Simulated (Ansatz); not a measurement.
K3Br3⁻. Charge -1, multiplicity 2. Geometry PBE-D4/def2-SVPD.

```csv
atom,x (Å),y (Å),z (Å)
K1,2.4097,-0.1917,-0.6092
K2,-1.5683,-1.6448,-1.0182
K3,-0.8839,2.2943,0.4434
Br4,-3.3059,0.3186,0.6970
Br5,1.2069,-3.0812,-0.7791
Br6,2.1416,2.3048,1.2660
```

B3LYP takes the VWN-RPA correlation. At PBE-D4/def2-TZVPD, r2SCAN-D4/def2-TZVPD, B3LYP-D4/def2-TZVPD, PBE0-D4/def2-TZVPD the highest occupied level of the charge -1 doublet lies above zero (up to 0.52 eV). It is a level of α spin, whose loss leaves a singlet; that state wasn't run at this geometry and level. The electron is either unbound and held by the finite basis, or the level is raised by self-interaction error. Another isomer (doublet) lies 0.25 eV lower at PBE0-D4/def2-TZVPD; other spin states weren't run for this one.

(1) Estimate the α-spin orbital energies around the gap (eV) in Ansatz with HF/def2-TZVPD, PBE-D4/def2-TZVPD, r2SCAN-D4/def2-TZVPD, B3LYP-D4/def2-TZVPD, PBE0-D4/def2-TZVPD.

Answers

(1) 
```json
{"orbital": "HOMO−9", "HF/def2-TZVPD": "-7.15", "PBE-D4/def2-TZVPD": "-2.99", "r2SCAN-D4/def2-TZVPD": "-3.28", "B3LYP-D4/def2-TZVPD": "-3.94", "PBE0-D4/def2-TZVPD": "-4.20"}
{"orbital": "HOMO−8", "HF/def2-TZVPD": "-7.14", "PBE-D4/def2-TZVPD": "-2.99", "r2SCAN-D4/def2-TZVPD": "-3.28", "B3LYP-D4/def2-TZVPD": "-3.94", "PBE0-D4/def2-TZVPD": "-4.20"}
{"orbital": "HOMO−7", "HF/def2-TZVPD": "-7.14", "PBE-D4/def2-TZVPD": "-2.99", "r2SCAN-D4/def2-TZVPD": "-3.26", "B3LYP-D4/def2-TZVPD": "-3.94", "PBE0-D4/def2-TZVPD": "-4.20"}
{"orbital": "HOMO−6", "HF/def2-TZVPD": "-6.95", "PBE-D4/def2-TZVPD": "-2.81", "r2SCAN-D4/def2-TZVPD": "-3.11", "B3LYP-D4/def2-TZVPD": "-3.75", "PBE0-D4/def2-TZVPD": "-4.02"}
{"orbital": "HOMO−5", "HF/def2-TZVPD": "-6.95", "PBE-D4/def2-TZVPD": "-2.81", "r2SCAN-D4/def2-TZVPD": "-3.10", "B3LYP-D4/def2-TZVPD": "-3.75", "PBE0-D4/def2-TZVPD": "-4.02"}
{"orbital": "HOMO−4", "HF/def2-TZVPD": "-6.94", "PBE-D4/def2-TZVPD": "-2.81", "r2SCAN-D4/def2-TZVPD": "-3.10", "B3LYP-D4/def2-TZVPD": "-3.75", "PBE0-D4/def2-TZVPD": "-4.01"}
{"orbital": "HOMO−3", "HF/def2-TZVPD": "-6.81", "PBE-D4/def2-TZVPD": "-2.69", "r2SCAN-D4/def2-TZVPD": "-2.98", "B3LYP-D4/def2-TZVPD": "-3.63", "PBE0-D4/def2-TZVPD": "-3.89"}
{"orbital": "HOMO−2", "HF/def2-TZVPD": "-6.78", "PBE-D4/def2-TZVPD": "-2.67", "r2SCAN-D4/def2-TZVPD": "-2.96", "B3LYP-D4/def2-TZVPD": "-3.61", "PBE0-D4/def2-TZVPD": "-3.87"}
{"orbital": "HOMO−1", "HF/def2-TZVPD": "-6.77", "PBE-D4/def2-TZVPD": "-2.66", "r2SCAN-D4/def2-TZVPD": "-2.96", "B3LYP-D4/def2-TZVPD": "-3.60", "PBE0-D4/def2-TZVPD": "-3.86"}
{"orbital": "HOMO", "HF/def2-TZVPD": "-0.76", "PBE-D4/def2-TZVPD": "0.46", "r2SCAN-D4/def2-TZVPD": "0.52", "B3LYP-D4/def2-TZVPD": "0.20", "PBE0-D4/def2-TZVPD": "0.12"}
{"orbital": "LUMO", "HF/def2-TZVPD": "2.42", "PBE-D4/def2-TZVPD": "1.24", "r2SCAN-D4/def2-TZVPD": "1.41", "B3LYP-D4/def2-TZVPD": "1.47", "PBE0-D4/def2-TZVPD": "1.59"}
{"orbital": "LUMO+1", "HF/def2-TZVPD": "2.42", "PBE-D4/def2-TZVPD": "1.24", "r2SCAN-D4/def2-TZVPD": "1.42", "B3LYP-D4/def2-TZVPD": "1.47", "PBE0-D4/def2-TZVPD": "1.60"}
{"orbital": "LUMO+2", "HF/def2-TZVPD": "2.70", "PBE-D4/def2-TZVPD": "1.59", "r2SCAN-D4/def2-TZVPD": "1.83", "B3LYP-D4/def2-TZVPD": "1.86", "PBE0-D4/def2-TZVPD": "1.93"}
{"orbital": "LUMO+3", "HF/def2-TZVPD": "3.11", "PBE-D4/def2-TZVPD": "1.82", "r2SCAN-D4/def2-TZVPD": "1.96", "B3LYP-D4/def2-TZVPD": "2.11", "PBE0-D4/def2-TZVPD": "2.18"}
{"orbital": "LUMO+4", "HF/def2-TZVPD": "3.11", "PBE-D4/def2-TZVPD": "2.08", "r2SCAN-D4/def2-TZVPD": "2.33", "B3LYP-D4/def2-TZVPD": "2.33", "PBE0-D4/def2-TZVPD": "2.38"}
{"orbital": "LUMO+5", "HF/def2-TZVPD": "3.23", "PBE-D4/def2-TZVPD": "2.08", "r2SCAN-D4/def2-TZVPD": "2.34", "B3LYP-D4/def2-TZVPD": "2.33", "PBE0-D4/def2-TZVPD": "2.38"}
{"orbital": "β HOMO", "HF/def2-TZVPD": "-6.77", "PBE-D4/def2-TZVPD": "-2.65", "r2SCAN-D4/def2-TZVPD": "-2.96", "B3LYP-D4/def2-TZVPD": "-3.60", "PBE0-D4/def2-TZVPD": "-3.85"}
{"orbital": "β LUMO", "HF/def2-TZVPD": "2.54", "PBE-D4/def2-TZVPD": "0.92", "r2SCAN-D4/def2-TZVPD": "1.08", "B3LYP-D4/def2-TZVPD": "1.21", "PBE0-D4/def2-TZVPD": "1.46"}
```
